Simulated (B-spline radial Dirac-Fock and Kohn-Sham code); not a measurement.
EELS cross sections of the Tb M4 edge

System: the Tb atom in the configuration [Xe] 4f9 6s2. Level of theory: the first Born approximation with generalised oscillator strengths from a Dirac-Hartree-Slater potential (longitudinal and transverse terms; continuum final states only, so no white lines or fine structure); a radial atomic solver. The edge is taken at 1276.9 eV (tabulated value).

Input file task.json (cfg lists n, l and occupation; rrms is the nuclear radius in fm):

```json
{"items": [{
  "Z": 65,
  "q": 0,
  "cfg": [[1, 0, 2], [2, 0, 2], [2, 1, 6], [3, 0, 2], [3, 1, 6], [3, 2, 10], [4, 0, 2], [4, 1, 6], [4, 2, 10], [4, 3, 9], [5, 0, 2], [5, 1, 6], [6, 0, 2]],
  "A": 159,
  "rrms": 5.06,
  "do": "eels",
  "beams": [[60, 5], [60, 20], [60, 50], [80, 100], [100, 10], [120, 5], [120, 10], [120, 50], [120, 100], [200, 10], [200, 20], [200, 100], [300, 5], [300, 50]],
  "edges": {"M4": 1276.9}
}]}
```

Launch: `python xray2_run.py task.json out`

Partial cross sections σ(β, Δ) in barn, integrated over a window Δ above the edge and up to the collection semi-angle β, for parallel illumination:

| E₀ (kV) | β (mrad) | Δ = 25 eV | Δ = 50 eV | Δ = 100 eV | Δ = 200 eV | Δ = 300 eV |
| --- | --- | --- | --- | --- | --- | --- |
| 60 | 5 | 12.6 | 34.8 | 75.1 | 136 | 178 |
| 60 | 20 | 101 | 279 | 610 | 1130 | 1510 |
| 60 | 50 | 203 | 563 | 1240 | 2350 | 3200 |
| 80 | 100 | 226 | 621 | 1380 | 2640 | 3650 |
| 100 | 10 | 54.0 | 150 | 327 | 603 | 803 |
| 120 | 5 | 23.1 | 63.8 | 138 | 252 | 333 |
| 120 | 10 | 57.9 | 161 | 351 | 651 | 869 |
| 120 | 50 | 164 | 453 | 1000 | 1910 | 2630 |
| 120 | 100 | ? | ? | ? | ? | ? |
| 200 | 10 | 66.4 | 185 | 407 | 760 | 1020 |
| 200 | 20 | 102 | 285 | 631 | 1190 | 1620 |
| 200 | 100 | 147 | 403 | 894 | 1720 | 2380 |
| 300 | 5 | 42.3 | 118 | 258 | 480 | 643 |
| 300 | 50 | 123 | 340 | 756 | 1450 | 2000 |

Task: Give the row for 120 kV and 100 mrad.

Result: 185 b for 25 eV, 507 b for 50 eV, 1130 b for 100 eV, 2160 b for 200 eV, 2990 b for 300 eV.

Values without a named source are computed, but for edge energies of neutral atoms, which are taken from tables.
